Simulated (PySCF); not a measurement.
Species: `COC[Si@@H](N)C[SiH2][SiH3]`. The columns A, B, C and D hold Mulliken, IAO, Hirshfeld and ESP-fitted charges (e) of one PBE0/pcSseg-1 density (PySCF), in a shuffled order. Coordinates in Å (GFN2-xTB); the density's dipole moment is (-1.91, 0.39, 0.81) D.

```json
{"atom": "C1", "x": "-2.822", "y": "1.640", "z": "1.010", "A": "-0.190", "B": "-0.042", "C": "-0.196", "D": "-0.015"}
{"atom": "O2", "x": "-2.127", "y": "0.613", "z": "0.361", "A": "-0.205", "B": "-0.147", "C": "-0.395", "D": "-0.535"}
{"atom": "C3", "x": "-1.395", "y": "-0.217", "z": "1.248", "A": "-0.403", "B": "-0.100", "C": "-0.360", "D": "-0.272"}
{"atom": "Si4", "x": "-0.525", "y": "-1.518", "z": "0.142", "A": "+0.740", "B": "+0.393", "C": "+1.054", "D": "+0.941"}
{"atom": "N5", "x": "-1.601", "y": "-2.374", "z": "-0.904", "A": "-1.057", "B": "-0.321", "C": "-0.835", "D": "-0.623"}
{"atom": "C6", "x": "0.723", "y": "-0.613", "z": "-0.963", "A": "-0.352", "B": "-0.248", "C": "-0.824", "D": "-0.870"}
{"atom": "Si7", "x": "2.207", "y": "0.184", "z": "-0.082", "A": "+0.244", "B": "+0.249", "C": "+0.462", "D": "+0.316"}
{"atom": "Si8", "x": "3.664", "y": "1.082", "z": "-1.635", "A": "+0.184", "B": "+0.208", "C": "+0.276", "D": "+0.192"}
{"atom": "H9", "x": "-3.366", "y": "2.192", "z": "0.245", "A": "+0.111", "B": "+0.048", "C": "+0.153", "D": "+0.117"}
{"atom": "H10", "x": "-2.134", "y": "2.319", "z": "1.531", "A": "+0.105", "B": "+0.035", "C": "+0.120", "D": "+0.086"}
{"atom": "H11", "x": "-3.533", "y": "1.236", "z": "1.744", "A": "+0.097", "B": "+0.034", "C": "+0.118", "D": "+0.083"}
{"atom": "H12", "x": "-2.080", "y": "-0.679", "z": "1.973", "A": "+0.145", "B": "+0.027", "C": "+0.119", "D": "+0.113"}
{"atom": "H13", "x": "-0.684", "y": "0.386", "z": "1.826", "A": "+0.127", "B": "+0.027", "C": "+0.121", "D": "+0.122"}
{"atom": "H14", "x": "0.075", "y": "-2.540", "z": "1.008", "A": "-0.141", "B": "-0.087", "C": "-0.150", "D": "-0.089"}
{"atom": "H15", "x": "-2.306", "y": "-2.961", "z": "-0.485", "A": "+0.410", "B": "+0.115", "C": "+0.258", "D": "+0.188"}
{"atom": "H16", "x": "-2.018", "y": "-1.849", "z": "-1.658", "A": "+0.369", "B": "+0.114", "C": "+0.262", "D": "+0.190"}
{"atom": "H17", "x": "1.091", "y": "-1.317", "z": "-1.709", "A": "+0.115", "B": "+0.041", "C": "+0.165", "D": "+0.173"}
{"atom": "H18", "x": "0.193", "y": "0.164", "z": "-1.515", "A": "+0.101", "B": "+0.041", "C": "+0.166", "D": "+0.176"}
{"atom": "H19", "x": "1.708", "y": "1.206", "z": "0.854", "A": "-0.077", "B": "-0.079", "C": "-0.111", "D": "-0.055"}
{"atom": "H20", "x": "2.847", "y": "-0.838", "z": "0.763", "A": "-0.102", "B": "-0.079", "C": "-0.108", "D": "-0.048"}
{"atom": "H21", "x": "3.048", "y": "2.109", "z": "-2.484", "A": "-0.073", "B": "-0.076", "C": "-0.098", "D": "-0.063"}
{"atom": "H22", "x": "4.834", "y": "1.725", "z": "-1.028", "A": "-0.074", "B": "-0.078", "C": "-0.099", "D": "-0.063"}
{"atom": "H23", "x": "4.198", "y": "0.076", "z": "-2.560", "A": "-0.072", "B": "-0.076", "C": "-0.098", "D": "-0.063"}
```

Question: Which column most likely holds the ESP-fitted charges?

Answer: A. Σ q r misses the density's dipole by 0.07 D (A), 1.34 D (B), 2.37 D (C), 3.21 D (D). Charges fitted to the outside potential are the only set here that is tied to the molecule's multipoles.

Question: And the Hirshfeld charges?

Answer: B. The mean sizes are 0.116 e (B), 0.234 e (D), 0.239 e (A), 0.285 e (C), and Hirshfeld charges are commonly the smallest of these schemes.

As computed, A = ESP-fitted, B = Hirshfeld, C = IAO, D = Mulliken. Hydrogens on carbon: ESP-fitted +0.10 to +0.14, Hirshfeld +0.03 to +0.05, IAO +0.12 to +0.17, Mulliken +0.08 to +0.18 e.

The Mulliken scheme gives each basis function's population to the atom it is centred on and halves the overlap population of two atoms between them. The Hirshfeld scheme divides the density at each point in proportion to the densities of the neutral, spherically averaged free atoms.

The structure is a single GFN2-xTB conformer in the gas phase; no vibrational or solvent corrections.

The run behind these numbers computed NMR shieldings as well. The run took 2.9 min wall (grids of density and orbitals included) on one thread, Intel Xeon at 2.50 GHz (x86_64), no GPU, shared host with 64 logical CPUs at a one-minute load of 58, and the process peaked at 1.1 GiB of memory.
